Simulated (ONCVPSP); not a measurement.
# Pseudopotential generation for scandium: ONCV, LDA (Perdew-Zunger), scalar-relativistic.

```json
{
 "Element": "Sc (Z = 21)",
 "Generator": "ONCVPSP 4.0.1",
 "Type": "optimised norm-conserving Vanderbilt (ONCV)",
 "Functional": "LDA (Perdew-Zunger)",
 "Relativity": "scalar-relativistic",
 "Frozen core": "[Ne]",
 "Valence charge": "11",
 "Reference configuration": "3s2 3p6 3d1 4s2",
 "Partial waves": "3s+4s: rc 1.80 bohr, ncon 5, nbas 9, qcut 7.3 1/bohr, 3 projectors, debl 2.5 Ha; 3p: rc 1.25 bohr, ncon 4, nbas 8, qcut 6.5 1/bohr, 2 projectors, debl 0.6 Ha; 3d: rc 1.50 bohr, ncon 3, nbas 8, qcut 10.8 1/bohr, 3 projectors, debl 1.5 Ha",
 "Local potential": "polynomial inside 0.90 bohr (lpopt 5, dvloc0 1 Ha)",
 "Core correction": "polynomial model core, fcfact 0.6"
}
```

In the p channel the program set the typed energies aside and used -1.233, 0.250 Ha.

Poles of the logarithmic derivatives, all-electron (AE) and pseudo (PS). s: poles at -1.7 (AE) and -1.7 (PS) Ha. p: poles at 1.2 (AE) and 1.2 (PS) Ha. d: poles at 1.1 (AE) and 1.1 (PS) Ha. Test radii: s 1.82, p 1.27, d 1.52 bohr.

* Cutoffs needed: 38 Ha and 45 Ha (the cutoffs (Ha) at which the residual kinetic energy of the hardest occupied pseudo-wave falls to 1 and 0.1 mHa per electron)
* Ghost test: no bound ghost flagged; GHOST(+) flagged for s at 416.6 eV
* Largest excitation error: +21 meV (all-electron minus pseudo) for 3s2 3p6 3d0 4s0, out of 4 test configurations
* rms error of d²Exc/dni dnj: 2.50 mHa without and 0.76 mHa with the model core
